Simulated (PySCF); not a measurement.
**CH10ClNSi3**

CH10ClNSi3 is a small molecule, neutral, singlet. The structure, one conformer, was relaxed in the gas phase by PBE0-D3(BJ)/def2-SVP. No frequency run checks that it is a minimum.

SMILES: [SiH3]C[SiH](Cl)N[SiH3]

```xyz
16

Si    1.259    1.795    0.440
N     0.760    0.377    1.290
Si    0.037    0.267    2.878
C     1.176    1.498   -1.397
Si   -0.411    0.629   -1.929
Cl    3.214    2.341    0.924
H     0.391    2.918    0.880
H     1.080   -0.504    0.893
H    -0.462    1.629    3.222
H     1.005   -0.182    3.927
H    -1.098   -0.705    2.861
H     1.261    2.471   -1.910
H     2.046    0.898   -1.715
H    -0.386   -0.799   -1.491
H    -0.559    0.662   -3.417
H    -1.600    1.297   -1.318
```
(Å; atoms numbered from 1)

Shieldings: GIAO PBE0/pcSseg-1. Shifts are against computed references at the same level: C TMS (σ 184.4 ppm), H TMS (σ 31.27 ppm), Si TMS (σ 352.0 ppm). Core levels by delta-SCF with SCAN, pcX-2 on the ionised atom and pcseg-1 elsewhere, spin-free X2C (2p3/2 is the spin-free 2p value less a third of a first-order spin-orbit splitting); from the vacuum level, for chosen atoms.

(1) Give the NMR and core-level values of the distinct atoms.

(2) Which of Si1, Si3 holds its core electrons tightest, and by how much against the loosest?

(3) By CAM-B3LYP/def2-SVPD (TDDFT singlets, Tamm-Dancoff triplets, ionisation by delta-SCF), where does absorption start, and what does vertical ionisation take?

Answers

(1) 
```
      atoms               bonded to  σ (ppm)  δ (ppm)  core level (eV)
        Si1  1 C + 1 Cl + 1 N + 1 H    345.5      6.5     2p3/2 107.64
         N2              2 Si + 1 H    229.9        -        1s 404.47
        Si3               1 N + 3 H    401.8    -49.8     2p3/2 107.24
         C4              2 Si + 2 H    187.4     -3.0        1s 290.15
        Si5               1 C + 3 H    423.4    -71.4                -
        Cl6                    1 Si    853.4        -     2p3/2 205.47
         H7                    1 Si    26.10     5.17                -
         H8                     1 N    31.08     0.19                -
 H9 H10 H11                    1 Si    26.58     4.68                -
        H12                     1 C    31.07     0.20                -
        H13                     1 C    30.99     0.28                -
H14 H15 H16                    1 Si    27.38     3.89                -
```

Values are those of this one static structure, with the three H of a rotating XH3 group averaged; atoms that internal rotation interchanges would show their mean in an NMR spectrum.

(2) Si1 (bonded to 1 C + 1 Cl + 1 N + 1 H), by 0.39 eV over Si3 (bonded to 1 N + 3 H).

(3) The lowest singlet lies at 6.69 eV (f 0.010), the strongest of the first 6 at 7.79 eV (f 0.051), the lowest triplet at 6.33 eV; vertical ionisation takes 9.86 eV.
